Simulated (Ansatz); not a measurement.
FGaH$_{2}$SSi, relaxed with RKS PBE0-D4/def2-TZVP in Ansatz 0.2.0 from a PBE-D4/def2-SVP geometry. The force threshold is 0.005 eV/Å; the program also tests the step.

Total charge 0; spin multiplicity 1. The bonds changed during the relaxation, so this is another structure than the one it started from.

Start:

```xyz
6

F    -0.103    1.331    0.489
Ga   -1.214    1.238   -1.833
Si    0.303   -0.305    0.461
S    -0.413   -0.996   -1.393
H     1.794   -0.357    0.617
H    -0.367   -0.911    1.659
```

Problem. How much energy does the relaxation release, and in how many steps? (Best estimate.)

Solution. Computed: 6.27 kJ/mol, in 6 steps.

Problem. Which bonds change most? (An estimate is asked.)

Solution. Ansatz gave: Ga2–S4 from 2.414 to 2.350 Å; F1–Si3 from 1.686 to 1.623 Å; Si3–H5 from 1.500 to 1.481 Å; Si3–H6 from 1.500 to 1.481 Å.

Problem. Give the relaxed structure. (Estimate.)

Solution. Computed: 
```xyz
6

F    -0.044    1.314    0.609
Ga   -1.259    1.182   -1.966
Si    0.304   -0.266    0.485
S    -0.419   -0.927   -1.359
H     1.776   -0.376    0.599
H    -0.359   -0.927    1.633
```
